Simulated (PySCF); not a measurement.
Species: C8H5O2 (charge -1).
Atom-mapped SMILES: `[CH:1]#[C:2][c:3]1[cH:4][cH:5][cH:6][c:7]([OH:8])[c:9]1[O-:10]`

Cartesian coordinates in Å at the GFN2-xTB level; atoms count from 1:
```
atom  x, y, z in Å
C1     3.339   -0.816    0.118
C2     2.159   -0.581    0.086
C3     0.774   -0.329    0.053
C4    -0.122   -1.386    0.260
C5    -1.483   -1.199    0.239
C6    -2.007    0.081    0.005
C7    -1.150    1.123   -0.199
O8    -1.545    2.418   -0.438
C9     0.287    0.983   -0.188
O10    0.962    2.041   -0.395
H11    4.373   -0.996    0.139
H12    0.286   -2.376    0.441
H13   -2.156   -2.033    0.401
H14   -3.078    0.243   -0.015
H15   -0.644    2.836   -0.528
```

NICS is the negative of the GIAO shielding at a point without a nucleus: at the ring centre (0) and 1 Å above and below it (1); zz is the component along the ring normal. Level: GIAO PBE0/pcSseg-1 (PySCF, non-relativistic, gas phase) on the GFN2-xTB geometry, one conformer.

Ring bond lengths (Å), with Mayer bond orders in brackets: C3–C4 1.401 (1.35), C4–C5 1.374 (1.52), C5–C6 1.402 (1.30), C6–C7 1.365 (1.53), C7–C9 1.444 (1.13), C9–C3 1.421 (1.19).

Task: What do the NICS probes read (ppm)?

Result: 
```tsv
ring	type	NICS(0)	NICS(1), two faces	NICS(1)zz, two faces	rms pucker (Å)	centre to ring atoms, mean (Å)
C3–C4–C5–C6–C7–C9	6-membered carbocycle; formal bonds all aromatic	-7.0	-8.2 / -8.2	-17.4 / -17.4	0.00	1.40
```

Task: What can be read from them?

Result: 
- C3–C4–C5–C6–C7–C9: mean NICS(1)zz -17.4 ppm, shielded.

Task: How equal are the bonds by HOMA? Use HOMA with the parameters of Krygowski (1993).

Result: 
- C3–C4–C5–C6–C7–C9: HOMA 0.77 = 1 − EN − GEO, with mean bond length 1.401 Å, EN = α(Ropt − mean)² = 0.044 and GEO = α × variance = 0.185.

Task: At the second NICS(1) probe listed for ring C3–C4–C5–C6–C7–C9, 1 Å off the ring, how large is the induced field along the normal in 11.7 T applied along it?

Result: NICSzz × B0 = -17.4 ppm × 11.7 T = -204 μT, against the applied field.

Task: Give the inner angles of the rings and the Hirshfeld charges of the ring atoms.

Result: 
- C3–C4–C5–C6–C7–C9: C3 120.2° (-0.069 e), C4 121.9° (-0.095 e), C5 119.8° (-0.124 e), C6 119.2° (-0.114 e), C7 123.3° (+0.024 e), C9 115.6° (+0.041 e); sum 720.0° against 720° for a flat convex ring.

The run took 32 s on Arm Neoverse V2, one thread, shared host, and the process peaked at 0.87 GiB of memory. This is the whole shielding run at PBE0/pcSseg-1, SCF included.
